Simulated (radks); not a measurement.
The numbers below are computed, except where a source is named.
Valence configurations of neutral iridium (all share [Xe]). Code: a radial shooting solver on a logarithmic mesh with Libxc functionals. Model: Dirac Kohn-Sham, PBE, spin-unpolarised, spherical densities, point nucleus; open shells fill j = l - 1/2 first. Energies are relative to 4f14 5d7 6s2; eigenvalues in eV.

valence               E (eV)  e(4f5/2)  e(4f7/2)  e(5d3/2)  e(5d5/2)  e(6p1/2)
4f14 5d7 6s2           0.000   -63.446   -60.327    -7.754    -6.539         -
4f14 5d7 6s1.5 6p0.5   2.358   -64.222   -61.104    -8.489    -7.263    -2.042
4f14 5d7 6s1 6p1       4.781   -64.941   -61.822    -9.161    -7.924    -2.389
4f14 5d6 6s2 6p1       5.907   -67.768   -64.649   -11.016    -9.699    -2.770
4f13.5 5d7.5 6s2      28.062   -68.702   -65.529    -8.339    -7.052         -
4f13 5d8 6s1 6p1      63.376   -75.612   -72.385   -10.404    -9.025    -2.377
4f13 5d7 6s1 6p2      71.092   -79.973   -76.745   -13.658   -12.178    -3.389
4f12.5 5d8.5 6s2      91.345   -79.522   -76.240    -9.518    -8.086         -
4f12 5d9 6s2          126.66   -85.080   -81.743   -10.111    -8.608         -
4f12 5d7 6s1 6p3      152.96   -96.448   -93.107   -19.012   -17.284    -4.666

NIST lists [Xe] 4f14 5d7 6s2 as the ground configuration; this level of theory agrees among the configurations tried. The energies are those of spherical spin-averaged densities, not of single terms.
